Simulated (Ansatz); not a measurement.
CdMe(OH) (CH₄CdO). Total charge 0; singlet. Geometry r2SCAN-D4/def2-TZVP, basis def2-TZVP, Ansatz.

```tsv
run	HOMO (eV)	LUMO (eV)
A	-6.23	-1.53
B	-7.57	-0.54
C	-10.47	1.43
D	-5.90	-1.34
E	-6.28	-1.01
F	-6.35	-1.30
```

In the def2 sets Cd takes a core potential; there is no spin–orbit coupling. LC-ωPBE has ω = 0.4 bohr⁻¹.

Question: The runs used B97M-V, BLYP, LC-ωPBE, LDA (SPW92), PBE0, r2SCAN. Estimate which is which.

Answer: A LDA (SPW92) (0 % exact exchange); B PBE0 (25 % exact exchange); C LC-ωPBE (range-separated); D BLYP (0 % exact exchange); E r2SCAN (0 % exact exchange); F B97M-V (0 % exact exchange). Exact exchange lowers occupied and raises empty levels; among semilocal functionals meta-GGAs tend to open the gap a little, and such runs are hard to tell apart. The gap grows from 4.55 eV (BLYP) to 11.90 eV (LC-ωPBE).
